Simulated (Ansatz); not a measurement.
Basis-set series for `[NH2][Mo](=[O])([F])=[S]`. Total charge 0; spin multiplicity 1. Mo takes the def2 core potential. The structure was optimised at the PBE0-D4/def2-TZVP level. It is one conformer, not always the lowest.

| functional | basis | functions | energy (Eh) | HOMO (eV) | LUMO (eV) |
| --- | --- | --- | --- | --- | --- |
| PBE0-D4 | def2-SVP | 101 | -696.88733 | -7.83 | -2.93 |
| PBE0-D4 | def2-TZVPP | 219 | -697.33425 | -7.85 | -2.96 |
| ωB97M-V | def2-SVP | 101 | -697.07444 | -9.91 | -0.83 |
| ωB97M-V | def2-TZVPP | 219 | -697.52736 | -9.96 | -0.91 |

Q: Give the rows for def2-QZVPP. (An estimate is asked.)

A: Computed: 
```json
{"functional": "PBE0-D4", "basis": "def2-QZVPP", "functions": "382", "energy (Eh)": "-697.36300", "HOMO (eV)": "-7.86", "LUMO (eV)": "-2.98"}
{"functional": "ωB97M-V", "basis": "def2-QZVPP", "functions": "382", "energy (Eh)": "-697.55483", "HOMO (eV)": "-9.98", "LUMO (eV)": "-0.95"}
```
